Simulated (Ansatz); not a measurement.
FGa, charge +1, doublet, geometry from GFN2-xTB (such geometries of metal compounds can be far from the true shape) (a state made from the parent by changing its charge; the spin is typed, not shown lowest); B97M-V/6-31G* in Ansatz (an electronic-structure program).

Ansatz was given this input:
Ansatz 0.2 input:
```yaml
crystal:
  periodic: [false, false, false]
  atoms:
    - {symbol: Ga, position_ang: [-0.00000000, -0.00000000, -0.41893312]}
    - {symbol: F, position_ang: [0.00000000, 0.00000000, 1.44299185]}
basis:
  gaussian:
    orbitals: 6-31G*
hamiltonian:
  xc: {name: B97M-V}
total_charge: 1
magnetization: {spin_polarized: true, initial_magnetization: 1}
```

What the program printed (banner, timings and long lists left out):

```
Functional definition: B97M-V
516 factors; their error is unknown
mean field evaluation 1: about -55047.7322 eV, gradient 7.2e1 eV
mean field evaluation 2: about -54765.6724 eV, gradient 1.5e2 eV
mean field evaluation 4: about -55066.4209 eV, gradient 1.4e1 eV
mean field evaluation 8: about -55067.0623 eV, gradient 2.8e-1 eV
mean field evaluation 16: about -55067.0472 eV, gradient 5.0e-5 eV
mean field -55067.04716933 eV, -2023.6766576878 hartree, gradient 5.0e-5 eV, S^2 0.753993; 1 other end points of the search recorded, 0 dependent functions left out
reference -55067.04723740 eV, -2023.6766601894 hartree; 20, 19 occupied and 30, 31 virtual orbitals, 516 factors
Total energy: -55067.04723740 eV, -2023.6766601894 hartree
```
